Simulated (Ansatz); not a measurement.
**Energy profile**

The step: SiNH₃Cl₂O ([NH2][Si]([OH])([Cl])[Cl]) → SiCl₂O ([O][Si]([Cl])[Cl]) + NH₃ (still joined by a long Si–N bond); bonds formed: N2–H4; bonds broken: O3–H4; bonds weakened to dative contacts: Si1–N2 (atoms numbered as in the saddle structure below).

Si1  (-0.805, 0.159, 0.121)
N2  (0.985, -0.175, -0.129)
O3  (-1.091, -0.941, -0.955)
H4  (0.290, -0.894, -0.852)
Cl5  (-1.172, 2.120, -0.279)
Cl6  (-1.268, -0.157, 2.077)
H7  (1.506, -0.634, 0.607)
H8  (1.555, 0.523, -0.590)
(Å)

Electronic energies by CCSD(T) at an estimated basis limit (MP2 extrapolated from triple and quadruple zeta, plus CCSD(T) − MP2 in triple zeta), on PBE0-D4/def2-TZVP structures; SiNH₃Cl₂O, closed shell; no counterpoise correction. Ansatz 0.2.0; basis: def2-TZVPP and def2-QZVPP; cores frozen in the correlated methods. Extrapolation: Hartree–Fock as exp(−7.88 √X), correlation as X^−2.97.

Give the profile in eV, counted from the start structure. (An estimate is asked for; the value comes from the calculation.)

The calculation gives:
```tsv
point	eV
start structure	0.000
saddle	1.841
end structure	1.154
separated: SiCl₂O (linked as [O][Si]([Cl])[Cl]; Si1, O3, Cl5, Cl6; singlet) + NH₃ (N2, H4, H7, H8; singlet)	2.821
```

No T1 diagnostic of these runs exceeds 0.016.

For scale, one of the runs: CCSD(T)/def2-TZVPP, 230 basis functions, launched by `ansatz run in.yaml --threads 4 --pin off --events-out ev --progress --plain --max-ram 9574MiB`. The run took 79 s on 4 CPU threads of a Oxide Virtual Turin-like (shared host), with 3.7 GiB of host memory at its peak.
